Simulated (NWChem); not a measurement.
Molecule: C3H9B; SMILES CB(C)C

```xyz
13

B      0.0047     0.0025    -0.0209
C      0.6058     1.4578    -0.0088
H      1.5599     1.5559    -0.5495
H      0.8355     1.6790     1.0530
H     -0.0907     2.2428    -0.3413
C      0.9518    -1.2560    -0.0081
H      0.5264    -2.1233    -0.5385
H      1.0293    -1.5715     1.0514
H      1.9773    -1.0754    -0.3633
C     -1.5562    -0.2003     0.0069
H     -1.8898    -1.1732     0.3993
H     -1.8737    -0.1674    -1.0550
H     -2.1065     0.6114     0.5082
```
Atoms are numbered in this order, from 1.

STO-3G and 3-21G are far too small for this property and stand as cheap habits. Structure relaxed at the PBE0/def2-SVP level.

### Question
List the 4 lowest vertical singlet excitations from PBE0/3-21G, TDA (NWChem).

### Answer
```tsv
state	energy (eV)	oscillator strength	leading excitation (squared amplitude)
S1	6.64	0.001	HOMO → LUMO (0.56)
S2	6.65	0.001	HOMO−1 → LUMO (0.56)
S3	8.75	0.005	HOMO−2 → LUMO (0.99)
S4	9.50	0.204	HOMO−4 → LUMO (0.62)
```
